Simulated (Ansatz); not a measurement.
Reaction (formal exchange of groups at a C–C bond): `C=CCOC=O` + `[Cl][AlH][Cl]` → `C=[CH][Al]([Cl])[Cl]` + `COC=O`

Gas-phase electronic energies from Ansatz, PBE0-D4/def2-TZVP geometries. CCSD(T)/CBS is the MP2 limit (def2-TZVPP, def2-QZVPP) plus CCSD(T) − MP2 in def2-TZVPP, frozen cores. This one scheme is used for every species. DFT in def2-TZVPP. HSE06 is defined as in plane-wave codes. Each species was taken in one conformer, which may not be the lowest.

Question: Is it downhill or uphill in electronic energy at CCSD(T)/CBS, and by how much? (Best estimate.)

Answer: Computed: Downhill: ΔE = -39.9 kJ/mol.

Question: What do these levels give: r2SCAN-D4, r2SCAN0-D4, ωB97X-V, ωB97M-V, PBE-QIDH, PBE0, HSE06, HF/def2-SVP, MP2/def2-SVP, CCSD/def2-SVP, HF/def2-TZVPP, CCSD/CBS(def2)? (Estimate.)

Answer: Ansatz gave: r2SCAN-D4 -41.2, r2SCAN0-D4 -40.8, ωB97X-V -37.1, ωB97M-V -39.6, PBE-QIDH -39.4, PBE0 -38.0, HSE06 -38.1, HF/def2-SVP -35.7, MP2/def2-SVP -32.9, CCSD/def2-SVP -30.9, HF/def2-TZVPP -37.2, CCSD/CBS(def2) -39.1 kJ/mol.

Question: What do rigid-rotor, harmonic-oscillator terms from PBE0-D4/def2-TZVP frequencies (298.15 K, 1 bar) make of the CCSD(T)/CBS value? (Best estimate.)

Answer: Computed: ΔZPE = +5.7 kJ/mol, ΔH = -32.4 kJ/mol, ΔS = 14 J/(mol·K), ΔG = -36.6 kJ/mol. Modes under 50 cm⁻¹ make the entropy rough.

Largest T1 diagnostic among the species: 0.015.

At CCSD(T), def2-SVP lies +9.4 kJ/mol from the extrapolated value and def2-TZVPP −0.2 kJ/mol. Leaving LDA and LC-ωPBE aside and taking each functional with its dispersion term where it has one, the values, not all of them listed here, spread over 8.9 kJ/mol, from BLYP-D4 to B97M-V. LDA lies +8.8 kJ/mol from PBE without D4.
